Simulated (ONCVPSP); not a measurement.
# Potentials for phosphorus (P) compared

Generated with ld1.x 7.5 (TM, RRKJ, ultrasoft, PAW), atompaw 4.2 or ONCVPSP 4.0.1. The cutoff is in Ry: for ld1.x and atompaw files where the sum of valence levels is converged to 10 mRy in a Bessel basis, for ONCV files where the hardest occupied wave has 1 mHa per electron of residual kinetic energy. The error is the largest all-electron minus pseudo excitation energy over each file’s own four to seven test configurations (ionisations up to +4, promotions, holes and added fractions of an electron), all of which were solved. The labels leave out finer settings (local radius, basis sizes, second energies), which also bear on the numbers. Spin-polarised tests are not counted. The rows are a selection from randomly drawn settings: files with unsolved tests, undetermined cutoffs or missed reference levels are left out.

A true bound ghost makes a file unfit for plane-wave use even where its test errors are small: the radial tests pick states by their node count and pass the ghost by.

| potential | cutoff (Ry) | largest error (meV) | bound ghosts |
| --- | --- | --- | --- |
| ONCV, PBE, scalar-relativistic, rc 0.75/0.80 (sp), local smoothed, core correction yes, reference 2s2 2p6 3s2 3p1, qcut 13.1/14, projectors 2/2 | 205 | -435 | none |
| ONCV, PBE, scalar-relativistic, rc 1.40/1.35/1.20 (spd), local smoothed, core correction no, reference 3s2 3p3, qcut 5.3/7.3/9.4, projectors 3/1/1 | 72 | +159 | s |
| ONCV, LDA (Perdew-Zunger), fully relativistic, rc 1.35/1.70/1.80 (spd), local smoothed, core correction no, reference 3s2 3p1, qcut 3.9/5.4/4.7, projectors 1/2/1 | 38 | +73 | s |
| ONCV, Wu-Cohen, fully relativistic, rc 1.40/1.55/1.35 (spd), local d, core correction yes, reference 3s2 3p3, qcut 3.6/4.7/6.1, projectors 1/2/0 | 42 | +33 | s |
| ONCV, PBE, fully relativistic, rc 1.35/1.50 (sp), local smoothed, core correction yes, reference 3s2 3p2.5, qcut 5.6/6, projectors 1/2 | 67 | +252 | none |

Problem. Fill in the row for P: ONCV, PBEsol, scalar-relativistic, rc 1.65/1.65 (sp), local smoothed, core correction yes, reference 3s2 3p3, qcut 4.5/5.8, projectors 2/2.

Solution. cutoff 20 Ry, largest error +57 meV, bound ghosts: none.

Problem. Fill in the row for P: ONCV, PBE, scalar-relativistic, rc 1.70/1.60 (sp), local smoothed, core correction yes, reference 3s2 3p3, qcut 3.2/4.5, projectors 1/1.

Solution. cutoff 64 Ry, largest error +246 meV, bound ghosts: none.
